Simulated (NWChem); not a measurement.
AlHOCl2; SMILES [OH][Al]([Cl])[Cl]

```xyz
5

Al     0.0571     0.0000     0.4124
Cl    -1.8217     0.0000    -0.5296
Cl     1.8088     0.0000    -0.7321
O      0.2286     0.0000     2.1075
H     -0.5327     0.0000     2.7091
```
Atoms are numbered in this order, from 1.

All runs: NWChem. Pople sets run with spherical d functions. STO-3G and 3-21G are far too small for this property and stand as cheap habits. Structure relaxed at the PBE-D3(BJ)/def2-SVP level. B3LYP is NWChem's, with the RPA form of VWN correlation. Field at 589 nm.

| level | isotropic polarisability (bohr³) | anisotropy (bohr³) | relative time |
|---|---|---|---|
| B3LYP/STO-3G | 20.2 | 22.2 | 1 |
| B3LYP/6-31G* | 41.6 | 20.8 | 5 |
| B3LYP/def2-SVP | 39.4 | 18.5 | 3 |
| B3LYP/def2-SVPD | 56.6 | 17.3 | 10 |
| B3LYP/aug-cc-pVDZ | 56.3 | 18.5 | 40 |

The last column is a rough cost ratio, cheapest run = 1.
